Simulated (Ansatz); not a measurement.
Geometry optimisation, RKS PBE0/def2-SVP in Ansatz 0.2.0.

The input (input.yaml):

```yaml
crystal:
  periodic: [false, false, false]
  atoms:
    - { symbol: B, position_ang: [0.0, 0.0, 0.0] }
    - { symbol: H, position_ang: [0.0, 0.0, 1.54] }
    - { symbol: F, position_ang: [1.1431, 0.0, -0.66] }
    - { symbol: F, position_ang: [-1.1431, 0.0, -0.66] }
    - { symbol: P, position_ang: [0.0924, -2.0952, 0.6969] }
    - { symbol: H, position_ang: [-0.6759, -2.9172, -0.1694] }
    - { symbol: H, position_ang: [1.442, -2.5368, 0.6936] }
    - { symbol: H, position_ang: [0.0385, -0.8732, 1.6712] }
basis:
  gaussian: { orbitals: def2-SVP }
hamiltonian:
  xc: pbe0
relax:
  f_tol: 0.15
  max_steps: 25
  restrain:
    - { distance: [0, 4], at: 1.91, k: 30.0 }
    - { distance: [7, 1], at: 0.66, k: 30.0 }
    - { distance: [0, 1], at: 2.39, k: 30.0 }
    - { distance: [7, 4], at: 2.62, k: 30.0 }
output:
  orbitals: {}
```

Command:

```bash
$ ansatz run input.yaml --threads 1 --pin off --max-ram 2048MiB --backend cpu --events-out ev --progress --plain --runs-dir out
```

**Question.** Where does it end, and by what steps?

**Answer.** The forces met the threshold. The restraints hold the end off the free minimum. After 10 steps the energy has fallen by 3.558 eV (the restraints' own energy left out); H8 moved furthest, 0.82 Å. Parted: P5–H8 (1.56 → 2.63 Å).

| step | energy less start (eV) | largest force component (eV/Å) | accepted |
| --- | --- | --- | --- |
| 0 | 0.0000 | 4.696 | yes |
| 1 | -0.5911 | 5.776 | yes |
| 2 | -1.4823 | 5.193 | yes |
| 3 | -2.4492 | 3.494 | yes |
| 4 | -3.0395 | 2.183 | yes |
| 5 | -3.3852 | 1.618 | yes |
| 6 | -3.5066 | 1.867 | yes |
| 7 | -3.5641 | 0.921 | no |
| 8 | -3.5566 | 1.546 | yes |
| 9 | -3.5565 | 1.654 | yes |
| 10 | -3.5579 | 1.750 | yes |

```xyz
8
Properties=species:S:1:pos:R:3
B 0.060 -0.622 -0.213
H 0.017 0.483 1.913
F 1.150 0.105 -0.385
F -1.080 -0.101 -0.632
P 0.100 -2.351 0.609
H -0.635 -3.019 -0.415
H 1.391 -2.720 0.129
H -0.106 -0.198 2.106
```

Run time: 18 s on 1 thread of AMD EPYC 9R45 96-Core Processor (Zen 5), on a shared host, peak memory 0.17 GiB.
